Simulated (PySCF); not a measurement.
Compound: C4H8FO2S (doublet state).
Cartesian coordinates in Å at the GFN2-xTB level; atoms count from 1:
```
atom  x, y, z in Å
C1     1.4030    1.1143    0.0138
S2     1.4515   -0.6485    0.1046
O3     2.3307   -1.1410   -0.9252
O4     1.6998   -1.0418    1.4636
C5    -0.2524   -1.1718   -0.3237
C6    -1.2075   -0.5379    0.6647
C7    -1.2963    0.9558    0.4145
F8    -1.7857    1.6333    1.4895
H9     1.5981    1.5132   -0.9649
H10    1.8412    1.6229    0.8531
H11   -0.4327   -0.8730   -1.3525
H12   -0.2486   -2.2554   -0.2498
H13   -2.1993   -0.9946    0.6052
H14   -0.8157   -0.7023    1.6719
H15   -0.1921    1.3051    0.2459
H16   -1.9017    1.2304   -0.4546
```

The hyperfine couplings belong to this conformer and change with its torsions.

As a line formula: `C(CCS([CH2])(=O)=O)F` [radical].

Computed with UKS B3LYP, pcH-1 on C F H O S, non-relativistic, mean-field spin-orbit, GIAO in PySCF 2.14.0. Geometry: GFN2-xTB, one conformer, isolated molecule. The geometry wasn't refined by DFT: couplings that depend on bond lengths, twists or pyramidal angles can differ widely from those at the functional's own minimum. No stability test was run, so a lower SCF solution isn't excluded.

Task: Predict the first-order ENDOR lines of F8, H9/H10, H15/H16, H13/H14 and H11/H12 under fast tumbling at B = 341.5 mT (X band).

Result: ν± = |νn ± a/2|, one line for each electron-spin manifold; νn = |g_N| × 7.62259 MHz/T × B.

```
 nuclei  isotope     g_N  νn (MHz)  a_iso (MHz)  lower line (MHz)  upper line (MHz)
     F8      19F  5.2577     13.69        43.60              8.12             35.49
 H9/H10       1H  5.5857     14.54       -42.08              6.50             35.58
H15/H16       1H  5.5857     14.54       -19.19              4.95             24.13
H13/H14       1H  5.5857     14.54        14.17              7.46             21.62
H11/H12       1H  5.5857     14.54         3.64             12.72             16.36
```

Task: Which pairs are centred on the nuclear Larmor frequency, and which on half the coupling?

Result: Centred on νn, since |a| < 2νn: H15/H16, H13/H14 and H11/H12. Centred on |a|/2 and split by 2νn: F8 and H9/H10.

Task: At what field would the lower line of H15/H16 fall to zero frequency?

Result: Where νn = |a|/2, that is B = 9.59 MHz/(5.5857 × 7.62259 MHz/T) = 225 mT, as far as first order holds there.

Class means assume fast exchange of nuclei equivalent by connectivity; if that motion is slow, each nucleus keeps its own coupling. The 1H value of -19.2 MHz is a mean of couplings from -48.3 to 9.9 MHz in this one geometry, not an average over conformers. The 1H value of +14.2 MHz is a mean of couplings from 3.0 to 25.4 MHz in this one geometry, not an average over conformers.

The Mulliken spin populations are largest on C1 (+0.82) and C7 (+0.22). The angles at C1 add up to 346.7°, so it is slightly pyramidal.

On Arm Neoverse V1, one thread, on a shared host, this took 2.2 min (with the writing of density and orbital grids) and 0.97 GiB of memory at its peak.
